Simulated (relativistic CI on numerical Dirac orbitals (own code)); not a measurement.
Hyperfine structure of Ni5+, mass number 61

Computed by Dirac-Coulomb-Breit CI, KLI orbitals optimised for each configuration, a model potential for QED, valence Slater integrals scaled by 0.85, P86 correlation energy added to each configuration (own radial code, finite nucleus).

Configurations in the expansion (outside the closed core [Ne]): 3s²3p⁶3d⁵, 3s²3p⁶3d⁴4s, 3s²3p⁵3d⁶, 3s²3p⁶3d⁴4p, 3s²3p⁶3d⁴4d, 3s²3p⁶3d⁴5s, 3s3p⁶3d⁶, 3s²3p⁶3d⁴5p, 3s²3p⁶3d⁴4f, 3s²3p⁶3d⁴5d, 3s²3p⁶3d⁴5f, 3s²3p⁶3d⁴5g, 3s²3p⁶3d³4s4p, 3s²3p⁶3d³4s², 3s²3p⁶3d²4s²4p, 3s²3p⁶3d²4s²4d, 3s²3p⁶3d²4s²5s, 3p⁶3d⁷, 3p⁵3d⁸. Double excitations out of closed p, d and f shells are left out; levels of such configurations are missing from the list, as are those of other unlisted configurations, and high levels can miss mixing partners.

Nuclear spin I = 3/2, μ = -0.74965 μN, Q = 0.162 b (tables of Stone and Pyykkö). The electronic factors are computed for point nuclear moments, without core polarisation or the Bohr-Weisskopf and QED corrections.

```tsv
Level	E (cm⁻¹)	A (MHz)	B (MHz)
3s²3p⁶3d⁵ ⁴G11/2	39272.4	-370.5	-2.76
3s²3p⁶3d⁵ ⁴G5/2	39359.7	-487.7	5.9
3s²3p⁶3d⁵ ⁴G9/2	39374.9	-354.3	7.91
3s²3p⁶3d⁵ ⁴G7/2	39389.9	-377.8	9.67
3s²3p⁶3d⁵ ⁴P5/2	44189.4	-159.4	86.3
3s²3p⁶3d⁵ ⁴P3/2	44417.8	-272.4	47.6
3s²3p⁶3d⁵ ⁴P1/2	44659.8	343.8	
3s²3p⁶3d⁵ ⁴D7/2	48076.0	-236.7	21.8
```

Levels with J = 0, under 50 % of one LS term, or S terms without an open s electron are left out. Small factors come from cancelling terms and can be off by tens of per cent or more.

At this charge configurations can still be misplaced by up to about 7 % of their energy. 53 of the 54 excited levels that our extract of the measured tables holds in this range could be paired (the sources list more); they are missed by 3113 cm⁻¹ on average and 5347 at most, and levels without a partner can miss by more. Some levels of the ground configuration have no partner and can miss by 10 % or more.

**Question.** Give the hyperfine levels of 3s²3p⁶3d⁵ ⁴G11/2 relative to its centre of gravity.

**Answer.** With K = F(F + 1) − I(I + 1) − J(J + 1), E = AK/2 + B[¾K(K + 1) − I(I + 1)J(J + 1)]/[2I(2I − 1)J(2J − 1)]: F = 4: 3611, F = 5: 1760, F = 6: -462, F = 7: -3057 MHz.

LS names give the leading component of a level, which can be under half, so a name can repeat, a term be missing and a line seem to break the LS rules.
